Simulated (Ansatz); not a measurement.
Stepwise reaction of `C[CH2][Sn][CH2]C` with hydrogen fluoride, as a gas-phase model of exchange steps in deposition or etching. ΔE in kJ/mol; ΔG adds harmonic PBE0-D4 terms to CCSD(T)/CBS, at 1 bar.

Program: Ansatz. Geometries: PBE0-D4/def2-TZVP. ΔE: electronic, gas phase. CCSD(T)/CBS is the MP2 limit (def2-TZVPP, def2-QZVPP) plus CCSD(T) − MP2 in def2-TZVPP, frozen cores. This one scheme is used for every species. DFT in def2-TZVPP. B3LYP here is the variant with VWN-RPA as its local correlation; programs differ in this. def2 core potentials past Kr. For Sn outer-core shells are correlated without core-valence functions, which leaves a few kJ/mol of doubt a bond. Each species was taken in one conformer, which may not be the lowest.

```csv
step,reaction,PBE-D4,B3LYP-D4,ωB97M-V,CCSD(T)/CBS,ΔG(500 K)
2,`C[CH2][Sn][F]` + H–F → `[F][Sn][F]` + `CC`,-157.0,-162.2,-158.3,-150.0,-140.0
```

Give the row of step 1, `C[CH2][Sn][CH2]C` + H–F → `C[CH2][Sn][F]` + `CC`. (An estimate is asked.)

The calculation gave: 
| step | reaction | PBE-D4 | B3LYP-D4 | ωB97M-V | CCSD(T)/CBS | ΔG(500 K) |
| --- | --- | --- | --- | --- | --- | --- |
| 1 | `C[CH2][Sn][CH2]C` + H–F → `C[CH2][Sn][F]` + `CC` | -149.0 | -154.6 | -150.7 | -138.9 | -139.1 |

By hand: ΔE of the 2 steps together at CCSD(T)/CBS.

(-138.9) + (-150.0) = -288.9 kJ/mol, or -144.4 kJ/mol a step.

In ΔE each step is lower than the one before. All are downhill at CCSD(T)/CBS. ΔG lies between -140.0 and -139.1 kJ/mol a step. PBE-D4 differs from CCSD(T)/CBS by -10.1 to -7.0 kJ/mol a step. Isolated molecules leave out the surface, adducts and barriers. Largest T1 diagnostic: 0.017.
